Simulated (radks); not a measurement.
Results of a calculation; reference values are marked as such.
Ionisation of Ni, [Ar] 3d8 4s2, to Ni+, [Ar] 3d9, under several functionals. Dirac Kohn-Sham, spin-unpolarised, spherical densities, point nucleus; open shells fill j = l - 1/2 first; a radial shooting solver on a logarithmic mesh with Libxc functionals.

PBEsol: E(Ni) (hartree) -1519.28461; Exc (hartree) -61.94953; IE (eV) 6.368; -e(HOMO) (eV) 5.661; <r> HOMO (bohr) 2.795; IE error (eV) -1.272
OLYP: E(Ni) (hartree) -1521.21450; Exc (hartree) -63.97811; IE (eV) 5.723; -e(HOMO) (eV) 5.310; <r> HOMO (bohr) 2.847; IE error (eV) -1.917
RPBE: E(Ni) (hartree) -1520.78864; Exc (hartree) -63.48545; IE (eV) 6.266; -e(HOMO) (eV) 5.557; <r> HOMO (bohr) 2.824; IE error (eV) -1.374
BP86: E(Ni) (hartree) -1521.07476; Exc (hartree) -63.77373; IE (eV) 6.608; -e(HOMO) (eV) 5.818; <r> HOMO (bohr) 2.792; IE error (eV) -1.032
LDA (Slater exchange, Perdew-Zunger correlation): E(Ni) (hartree) -1518.10488; Exc (hartree) -60.74851; IE (eV) 6.666; -e(HOMO) (eV) 5.864; <r> HOMO (bohr) 2.783; IE error (eV) -0.974
B86b exchange with PBE correlation: E(Ni) (hartree) -1520.91601; Exc (hartree) -63.61472; IE (eV) 6.455; -e(HOMO) (eV) 5.670; <r> HOMO (bohr) 2.802; IE error (eV) -1.184
BLYP: E(Ni) (hartree) -1520.93608; Exc (hartree) -63.62907; IE (eV) 6.600; -e(HOMO) (eV) 5.599; <r> HOMO (bohr) 2.807; IE error (eV) -1.040

NIST Atomic Spectra Database: 7.640 eV (measured). Closest: LDA (Slater exchange, Perdew-Zunger correlation). The Delta-SCF values span 0.94 eV, the total energies 3.11 hartree. The highest occupied level is 4s1/2. Spin polarisation and multiplet splitting are left out, so open shells lie too high by an amount that depends on their filling.

Beside tabulated values, note that spin-unpolarised runs miss the spin-polarisation part of the exchange energy of open shells.
